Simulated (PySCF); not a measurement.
Gas-phase reaction: (H2SiO)3 + 6 SiH = Si3O3 + 6 SiH2

Energies from PySCF, thermal terms from the rigid-rotor harmonic-oscillator model, ideal gas at 1 bar. † marks an energy on the PBE0/def2-TZVP geometry and frequencies. CCSD(T) freezes the core. Open shells (unrestricted): SiH (multiplicity 2); the rest are closed-shell singlets. Spin-orbit splitting is ignored; it lowers the true energy and changes the entropy of SiH. B3LYP is the form with VWN-RPA correlation. (H2SiO)3, Si3O3: computed as isolated molecules; such fragments, hydroxides, amides, oligomers or adducts are transient or little studied in the gas. CCSD(T) isn't extrapolated to the basis-set limit.

B3LYP/def2-TZVP† gives ΔH°(298 K) = -176 kJ.

Q: What do BLYP/def2-TZVP†, ωB97X-V/def2-TZVP†, CCSD(T)/def2-SVP† give?

A: BLYP/def2-TZVP†: -223 kJ; ωB97X-V/def2-TZVP†: -164 kJ; CCSD(T)/def2-SVP†: -153 kJ. For scale, ΔH°(298 K) is -176 kJ at this level, -239 kJ at ωB97M-V/def2-TZVP†, and runs from -324 to 122 kJ over the 18 levels computed.
